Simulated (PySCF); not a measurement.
# How methods differ on the electron affinity of Sn

Sn⁻ [Kr] 4d10 5s2 5p3 (4S) → Sn [Kr] 4d10 5s2 5p2 (3P), as a difference of total energies. Computed with PySCF 2.14 in aug-cc-pVTZ-PP with one added diffuse shell each of d, f type with ECP28MDF (6s5p5d3f, 67 functions), with a scalar-relativistic core potential. Correlated levels: valence: 4s2 4p6 4d10 frozen. The calculations carry no spin-orbit coupling.

| method | electron affinity (eV) |
| --- | --- |
| UHF | 0.958 |
| MP2 (valence) | 1.363 |
| SCS-MP2 (valence) | 1.223 |
| CCSD (valence) | 1.348 |
| CCSD(T) (valence) | 1.391 |

Problem. How much does correlation contribute at CCSD(T) (valence)?

Solution. 1.391 − (0.958) = 0.433 eV, measured against UHF.

The reference lies between the lowest fine-structure levels, while these numbers refer to the centres of the terms.

Errors of the correlated levels include the incompleteness of this basis and the frozen core.

For comparison: 1.112 eV (measured; photodetachment measurements, as compiled on the Wikipedia data page of electron affinities).
